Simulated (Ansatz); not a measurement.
Ideal-gas functions of `[NH]=[Ta]([OH])([OH])[Cl]` at 800 K and 1 bar, from an Ansatz frequency run at PBE0-D4/def2-TZVP.

Molar mass 265.43 g/mol, point group Cs (symmetry number 1), electronic degeneracy 1, moments of inertia 157.569, 275.993, 291.532 u Å². Harmonic wavenumbers (cm⁻¹, unscaled): 134, 157, 191, 221, 231, 377, 388, 409, 502, 534, 607, 613, 717, 718, 1008, 3689, 3937, 3940.

Use S(trans) = R[1.5 ln M + 2.5 ln T − 1.1517]; rotational temperatures θ = 24.2544 K / I; S(rot) = R[ln(√π/σ · √(T³/θAθBθC)) + 1.5]; for each mode x = 1.438777 ν̃/T, S = R[x/(eˣ − 1) − ln(1 − e⁻ˣ)] and H = RT x/(eˣ − 1); 1 cm⁻¹ = 0.0119627 kJ/mol; R = 8.31446 J/(mol·K).

Problem. By hand: the entropy, in J/(mol·K).

Solution. Translation 199.0. Rotation: θ = 0.1539, 0.0879, 0.0832 K, giving 128.8. Vibration, mode by mode: 20.17, 18.86, 17.24, 16.04, 15.68, 11.70, 11.47, 11.05, 9.44, 8.96, 7.99, 7.91, 6.75, 6.74, 4.42, 0.08, 0.06, 0.06, in all 174.6. Electronic 0.0. Sum 502.4 J/(mol·K).

Problem. By hand: H − E and G − E in kJ/mol, counted from the electronic energy.

Solution. Zero-point energy ½ × 18373 × 0.0119627 = 109.9; thermal vibration 66.1; translation, rotation and pV give 4 RT = 26.6. H − E = 202.6 kJ/mol, and G − E = 202.6 − 800 × 502.4/1000 = -199.3 kJ/mol.

Vibration gives 35 % of the entropy, 20.2 J/(mol·K) of it from the mode under 150 cm⁻¹: soft modes count most, and the harmonic formula is weakest for them. The sum counts one conformer and one mirror image; others add a mixing term.
